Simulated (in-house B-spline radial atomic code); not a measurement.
# Ionising Al7+ with different functionals

Computed with a B-spline radial code for spherical atoms: non-relativistic Hamiltonian, point nucleus, spin-polarised at highest spin, spherical fractional occupations for the functionals, the average over the highest-spin determinants for Hartree-Fock. The ionisation energy is the difference of two self-consistent energies, [He] 2s2 2p2 → [He] 2s2 2p1, without Breit or QED terms; ε is the level of the shell that loses the electron (its least bound occupied spin orbital).

Hybrids are left out here: with spherical fractional occupations of an open shell their exact exchange keeps a self-interaction that integer-occupation calculations don't have.

| method | rung | ΔSCF (eV) | -ε(2p) (eV) |
| --- | --- | --- | --- |
| Hartree-Fock | Hartree-Fock | 284.70 | 285.79 |
| LDA VWN5 | LDA | 285.42 | 263.56 |
| LDA PW92 | LDA | 285.41 | 263.54 |
| LDA exchange-only | LDA | 283.60 | 261.81 |
| PBE | GGA | 285.59 | 263.74 |
| PBEsol | GGA | 285.25 | 263.44 |
| BLYP | GGA | 285.88 | 263.92 |
| RPBE | GGA | 285.51 | 263.70 |
| PW91 | GGA | 285.91 | 264.03 |
| BP86 | GGA | 285.66 | 263.79 |
| AM05 | GGA | 285.14 | 263.34 |
| OLYP | GGA | 286.19 | 264.51 |
| TPSS | meta-GGA | 285.87 | 264.15 |
| SCAN | meta-GGA | 286.62 | 265.45 |
| r2SCAN | meta-GGA | 286.49 | 265.29 |
| M06-L | meta-GGA | 286.25 | 265.20 |
| revTPSS | meta-GGA | 285.45 | 263.79 |

Problem. How do they compare with the NIST value?

Solution. NIST lists 284.64 eV ± 0.07 (semi-empirical, ground level to ground level). Errors run from -1.04 to +1.98 eV; Hartree-Fock is closest (+0.06 eV), but part of that can be cancellation, since the calculations leave out relativity, Breit-QED terms, multiplet and fine-structure energies. Hartree-Fock also lacks correlation.
